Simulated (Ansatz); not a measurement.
def2 core potentials replace the inner electrons of Sn.

Cartesian coordinates (Å):
```xyz
24

C      3.2176     1.4503     0.0929
C      2.3574     0.7811    -0.6806
C      1.8674    -0.5994    -0.4205
Sn    -0.1830    -0.5172     0.2330
O     -1.1533     0.5438    -1.1341
C     -2.5397     0.7252    -1.0400
O     -0.4907     0.3153     1.9971
C     -0.3617     1.7023     2.1585
O     -1.1261    -2.2457     0.4382
C     -1.2599    -3.1067    -0.6562
H      3.5224     2.4702    -0.1524
H      3.6478     1.0024     0.9946
H      1.9456     1.2756    -1.5687
H      1.8621    -1.2231    -1.3273
H      2.4375    -1.1145     0.3662
H     -2.8977     1.2026    -1.9679
H     -2.8280     1.3813    -0.1963
H     -3.0934    -0.2256    -0.9196
H     -0.7951     1.9804     3.1340
H     -0.8944     2.2837     1.3817
H      0.6936     2.0352     2.1540
H     -1.8012    -2.6486    -1.5070
H     -0.2891    -3.4781    -1.0424
H     -1.8380    -3.9903    -0.3372
```
Charge 0, spin multiplicity 1.

Computed with frozen-core CCSD(T)/def2-SVP // PBE0-D3(BJ)/def2-SVP (Ansatz, an electronic-structure program).

```json
{
 "HF energy": "-672.90977 Ha",
 "MP2 correlation energy": "-1.50842 Ha"
}
```

Q: Estimate the CCSD correlation energy, the (T) correction, the total energy and the T1 diagnostic.

A: 
The CCSD correlation energy is -1.60124 Ha. The (T) correction comes out as -0.04826 Ha and the CCSD(T) total energy is -674.55927 Ha. The T1 diagnostic comes out as 0.012.
